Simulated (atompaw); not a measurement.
**What one change does to a pseudopotential (Rb (Z = 37), PAW (atompaw))**

* Element: Rb
* Generator: atompaw 4.2.0.5
* Type: PAW
* Functional: PBEsol
* Relativity: scalar-relativistic
* Frozen core: [Ar] 3d10 4s2
* Valence charge: 7
* Reference configuration: 4p6 4d0 5s0.75 5p0 (charge +0.25)
* Partial waves: 5s (bound): rc 3.00 bohr; 5s channel at 2.4 Ry: rc 3.00 bohr; 4p (bound): rc 2.60 bohr; 5p (bound, empty): rc 2.90 bohr; 4d (bound, empty): rc 3.00 bohr; 4d channel at 0.3 Ry: rc 3.00 bohr
* Local potential: bessel scheme, radius 3.00 bohr
* Core correction: smooth core density matched at 2.25 bohr
* Augmentation charge: gaussian compensation charge, radius 2.25 bohr; PAW radius 3.00 bohr; waves and projectors: custom polynom2 7 10 vanderbiltortho

Change: all radii scaled by about 0.85 (s 2.56, p 2.22, d 2.56 bohr); local potential bessel scheme, radius 2.56 bohr; augmentation gaussian compensation charge, radius 1.92 bohr; PAW radius 2.56 bohr; waves and projectors: custom polynom2 7 10 vanderbiltortho; core correction smooth core density matched at 1.92 bohr.

Cutoffs: the cutoffs (Ry, on a coarse ladder) from which the occupation-weighted sum of valence levels, in a spherical-Bessel basis at the reference potential, stays within 10 and 1 mRy of its value at 400 Ry; they do not see the model core or the augmentation charge, which bear on the density cutoff.

**Question.** What does the change do?

**Answer.** The potential gets softer (25 Ry and 55 Ry → 12 Ry and 25 Ry); a bound ghost appears in s, which as a rule spoils a file.

| quantity | base | changed |
| --- | --- | --- |
| cutoff, loose | 25 Ry | 12 Ry |
| cutoff, tight | 55 Ry | 25 Ry |
| loose cutoff by channel (10 mRy a level) | s 6 Ry, p 12 Ry | s 6 Ry, p 10 Ry |
| bound ghosts | none | s |
| lowest overlap eigenvalue by channel | s 0.40, p 0.70, d 0.92 | s 0.44, p 0.39, d 0.91 |

 A true bound ghost makes a file unfit for plane-wave use even where its test errors are small: the radial tests pick states by their node count and pass the ghost by. The cutoffs see the waves, projectors and local potential, not the compensation charge or the core.
